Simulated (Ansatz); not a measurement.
Reaction (formal exchange of groups at the Si–O bond): `O[SiH2][SiH2]S` + CH₄ → `C[SiH2][SiH2]S` + H₂O

Computed with Ansatz on PBE0-D4/def2-TZVP structures; ΔE is electronic, products minus reactants. CCSD(T)/CBS adds triple-zeta CCSD(T) − MP2 to the extrapolated MP2 energy (def2 sets, frozen cores). This one scheme is used for every species. Functionals use def2-TZVPP. Each species was taken in one conformer, which may not be the lowest.

CCSD(T)/CBS gives +20.2 kcal/mol.

(1) Another level gave +22.5 kcal/mol. Which?
A. PBE0-D4/def2-TZVPP
B. RPA@PBE/def2-TZVPP
C. HF/def2-TZVPP
D. CAM-B3LYP-D4/def2-TZVPP

(2) What do rigid-rotor, harmonic-oscillator terms from PBE0-D4/def2-TZVP frequencies (298.15 K, 1 bar) make of the CCSD(T)/CBS value? (An estimate is asked.)

Largest T1 diagnostic among the species: 0.012.

Results:

(1) D. CAM-B3LYP-D4 22.5, PBE0-D4 19.4, RPA@PBE/def2-TZVPP 20.4, HF/def2-TZVPP 24.2 kcal/mol.

(2) Computed: ΔZPE = -0.7 kcal/mol, ΔH = +19.9 kcal/mol, ΔS = 15 J/(mol·K), ΔG = +18.9 kcal/mol.

Leaving LDA and LC-ωPBE aside and taking each functional with its dispersion term where it has one, the values, not all of them listed here, spread over 3.6 kcal/mol, from revPBE-D4 to BHLYP-D4. In def2-TZVPP, CCSD(T) changes the Hartree–Fock value by −3.7 kcal/mol (the triples alone add −0.3 kcal/mol) and MP2 by −3.4 kcal/mol.
